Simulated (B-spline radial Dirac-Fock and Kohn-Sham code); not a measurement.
Calculated with an atomic code on a B-spline grid, using multi-electron Dirac-Fock with separately optimised hole states, Breit and Lamb-shift corrections added in first order. Free neutral atoms.

Question: Order these X-ray lines by photon energy, lowest first.
A. Ni Lβ6
B. Pm Mζ1
C. Lu Mζ2
D. Ni Lℓ
E. Co Lγ5
F. Mg Kα1

Answer: D (739.8 eV), B (781.9 eV), E (801.5 eV), A (861.7 eV), C (1222.6 eV), F (1254.5 eV).
